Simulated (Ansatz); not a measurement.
Start from `[NH2][Ta]([NH2])(=[O])[F]` and change one element to get `[NH2][Nb]([NH2])(=[O])[F]`.

Ansatz, PBE0-D4/def2-TZVP geometries, multiplicity 1. Each molecule was computed in one conformer, which needn't be the lowest.

Elements past krypton have def2 core potentials.

```tsv
property	`[NH2][Ta]([NH2])(=[O])[F]`
size of the dipole moment (ωB97M-V/def2-TZVPP) / D	4.25
HOMO energy (PBE/def2-TZVPP) / eV	-6.45
HOMO–LUMO gap (PBE/def2-TZVPP) / eV	5.17
HOMO energy (B3LYP/def2-TZVPP) / eV	-7.64
LUMO energy (PBE/def2-TZVPP) / eV	-1.28
zero-point energy (PBE0-D4/def2-TZVP) / kJ/mol	146.3
```

(1) What does the change do to each property? (An estimate is asked.)

Results:

(1) Computed: 
```
                                          property  `[NH2][Nb]([NH2])(=[O])[F]`  shift
size of the dipole moment (ωB97M-V/def2-TZVPP) / D                         3.94  -0.31
                 HOMO energy (PBE/def2-TZVPP) / eV                        -6.41   0.04
               HOMO–LUMO gap (PBE/def2-TZVPP) / eV                         4.59  -0.58
               HOMO energy (B3LYP/def2-TZVPP) / eV                        -7.59   0.05
                 LUMO energy (PBE/def2-TZVPP) / eV                        -1.82  -0.54
    zero-point energy (PBE0-D4/def2-TZVP) / kJ/mol                        146.6    0.3
```

With PBE0 the HOMO rises by 0.06 eV and the LUMO falls by 0.58 eV, so the gap narrows by about 0.64 eV. PBE moves the HOMO by 0.04 eV and ωB97M-V by 0.08 eV. Dipoles are sizes alone; their direction can turn.

B3LYP here is the variant with VWN-RPA as its local correlation; programs differ in this.
